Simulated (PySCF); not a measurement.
## Working with the constants of BeAl

UHF-CCSD(T) constants of BeAl, ²Π (doublet), unpaired electrons π ↑ (basis Be 6-31G(d,p), Al 6-31G(d,p); no relativity; PySCF 2.14; masses 9.0122 and 26.9815 u):

- ωe: 373.2 cm⁻¹
- ωexe: 8.69 cm⁻¹
- Be: 0.42236 cm⁻¹
- αe: 0.00869 cm⁻¹
- De to Be + Al: 0.385 eV

**Question.** What force constant and bond length do these constants imply?

**Answer.** Reduced mass μred = 6.7557 u; k = 5.8918×10⁻⁷·μred·ωe² (u, cm⁻¹, mdyn/Å) = 0.554 mdyn/Å; Re = √(16.8576/(μred·Be)) (u, cm⁻¹, Å) = 2.431 Å.

**Question.** Estimate the centrifugal constant D from the Kratzer relation and find the Dunham coefficient a1.

**Answer.** D = 4Be³/ωe² = 2.16e-06 cm⁻¹; a1 = −1 − αeωe/(6Be²) = -4.03.

Correlated steps freeze 5 core orbitals. The bond is weak. Basis-set superposition, not corrected here, can be much of De in a small basis, most of all at correlated wavefunction levels. The state is the lowest determinant that a PBE0 search found; another state may lie lower at other levels.
